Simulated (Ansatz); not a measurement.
Species: YF3 (charge 0, singlet). 
Coordinates optimised at B3LYP-D3(BJ)/def2-TZVP (Ansatz, a program for electronic structure):
```xyz
4

Y      0.0000     0.0000     0.0000
F     -1.7052    -1.0608     0.0711
F     -0.0020     1.8547    -0.7733
F      1.7072    -0.7939     0.7023
```
Charge 0, spin multiplicity 1.

Basis-set convergence of Hartree-Fock and CCSD correlation energies (hartree) with Ansatz. Correlated levels leave the core frozen unless marked. Spin-orbit coupling is left out. Frozen are the shells of the preceding noble gas and the d and f shells that filled before the atom's block. Past Kr the def2 sets carry scalar-relativistic core potentials.

| basis | functions | E(HF) | E(corr, CCSD) |
|---|---|---|---|
| def2-SVPD | 103 | -336.24805 | -0.66092 |
| def2-TZVPPD | 176 | (withheld) | (withheld) |

Q: What belongs in the gaps?

A: 
- def2-TZVPPD, E(HF): -336.61158
- def2-TZVPPD, E(corr, CCSD): -0.83327
